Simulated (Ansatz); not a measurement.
`COC[SiH2]F`, charge 0, multiplicity 1.

Give a relaxed structure at PBE0-D4/def2-TZVP (Ansatz). (Best estimate.)

Computed: 
Z-matrix (Å, degrees):
```
C
O 1 1.402
H 1 1.090 2 107.3
H 1 1.098 2 112.3 3 119.4
H 1 1.099 2 111.2 3 -119.1
C 2 1.413 1 113.0 3 -179.7
Si 6 1.884 2 114.3 1 82.9
H 6 1.096 2 106.9 1 -158.1
H 6 1.102 2 111.2 1 -42.7
F 7 1.601 6 109.1 2 67.0
H 7 1.486 6 109.3 2 -175.2
H 7 1.484 6 112.9 2 -52.0
```
This is one stationary point; other conformers may exist.
